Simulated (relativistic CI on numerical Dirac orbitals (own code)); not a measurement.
**Zn²²⁺: sensitivity of the levels to the model**

Base calculation: Dirac-Coulomb-Breit CI, orbitals from a KLI potential per configuration, QED by a radiative potential, unscaled Slater integrals.

Configurations in the expansion (outside the closed core 1s2): 2s2 2p4, 2s 2p5, 2p6, 2p5 3s, 2p5 3p, 2p5 3d, 2s2 2p3 3s, 2s2 2p3 3p, 2s2 2p3 3d, 2s 2p4 3s, 2s 2p4 3p, 2s 2p4 3d, 2s2 2p3 4s, 2s2 2p3 4p, 2s2 2p3 4d, 2s2 2p3 4f, 2s 2p4 4s, 2s 2p4 4p, 2s 2p4 4d, 2s 2p4 4f, 2s2 2p2 3s2, 2s2 2p3 5s, 2s2 2p3 5p, 2s2 2p2 3s 3p, 2s2 2p3 5d, 2s2 2p3 5f, 2s2 2p3 5g, 2s2 2p2 3p2, 2s2 2p2 3s 3d, 2s2 2p2 3p 3d, 2s 2p3 3s2, 2s2 2p2 3d2, 2s 2p3 3s 3p, 2s 2p4 5s, 2s 2p4 5p, 2s 2p3 3p2. Levels of other configurations are missing.

Variants: (1) configuration mixing switched off. Shifts of the energy above 2s2 2p4 3P_2, in eV, for the lowest level and the first level of each name with at least 55 % of one term (blank where a level changes its place among those of its configuration and J or its character, or is not in the variant):

```csv
Level,Base,Δ(1)
2s2 2p4 3P_2,0.00,0.00
2s2 2p4 3P_0,13.67,+1.39
2s2 2p4 3P_1,22.12,+0.01
2s2 2p4 1D_2,33.36,-0.03
2s2 2p4 1S_0,63.52,+3.54
2s 2p5 3P°_2,146.84,-0.07
2s 2p5 3P°_1,160.17,-0.03
2s 2p5 3P°_0,172.16,-0.07
2s 2p5 1P°_1,203.78,+0.35
2p6 1S_0,338.22,-4.40
2s2 2p3 3s 5S°_2,1169.28,+0.90
2s2 2p3 3s 3S°_1,1175.82,+0.99
2s2 2p3 3s 3D°_1,1196.12,+0.56
2s2 2p3 3s 3D°_3,1202.55,+0.27
2s2 2p3 3p 5P_1,1204.74,+0.94
2s2 2p3 3p 5P_2,1205.39,+0.94
2s2 2p3 3s 1D°_2,1205.43,+0.26
2s2 2p3 3p 5P_3,1211.01,+0.83
2s2 2p3 3s 3P°_0,1214.97,+3.89
2s2 2p3 3s 3P°_1,1216.24,+3.86
2s2 2p3 3p 3P_0,1222.47,+0.72
2s2 2p3 3s 3P°_2,1233.01,+3.11
```

At this charge energies of transitions that change n are usually good to better than 1 %, and those within a shell (Δn = 0) to a few per cent.

Ionisation energy from the two ground configurations alone: base 2082.09 eV. The NIST ASD value (semi-empirical) is 2085 eV.

LS names give the leading component of a level, which can be under half, so a name can repeat, a term be missing and a line seem to break the LS rules.
